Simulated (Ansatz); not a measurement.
Consider the formal exchange of groups at the Si–O bond: `C#C[SiH](Cl)OC` + CH₄ → `C#C[SiH](C)Cl` + CH₃OH.

Program: Ansatz. Geometries: PBE0-D4/def2-TZVP. ΔE: electronic, gas phase. CCSD(T)/CBS adds triple-zeta CCSD(T) − MP2 to the extrapolated MP2 energy (def2 sets, frozen cores). This one scheme is used for every species. Functionals use def2-TZVPP. B3LYP here is the variant with VWN-RPA as its local correlation; programs differ in this. HSE06 is defined as in plane-wave codes. One conformer a species, not always the lowest.

CCSD(T)/CBS gives +25.7 kcal/mol.

Task: Another level gave +23.4 kcal/mol. Which?
A. BHLYP/def2-TZVPP
B. HSE06/def2-TZVPP
C. B3LYP/def2-TZVPP
D. HF/def2-TZVPP

Result: B. HSE06 23.4, B3LYP 25.9, HF/def2-TZVPP 28.0, BHLYP 27.0 kcal/mol.

Task: What do rigid-rotor, harmonic-oscillator terms from PBE0-D4/def2-TZVP frequencies (298.15 K, 1 bar) make of the CCSD(T)/CBS value? (Best estimate.)

Result: Computed: ΔZPE = +0.3 kcal/mol, ΔH = +25.6 kcal/mol, ΔS = 22 J/(mol·K), ΔG = +24.1 kcal/mol.

Largest T1 diagnostic among the species: 0.012.

From BLYP to BHLYP (50 % exact exchange), in def2-TZVPP and without D4, ΔE moves by +1.4 kcal/mol. The D4 term adds +0.9 kcal/mol with B3LYP and +0.5 kcal/mol with PBE0; it sums over pairs of atoms, weighted by their polarisabilities, and B3LYP, whose exchange is more repulsive, gets the larger term. Leaving LDA and LC-ωPBE aside and taking each functional with its dispersion term where it has one, the values, not all of them listed here, spread over 4.0 kcal/mol, from PBE-D4 to BHLYP-D4. LDA lies +1.1 kcal/mol from PBE without D4.
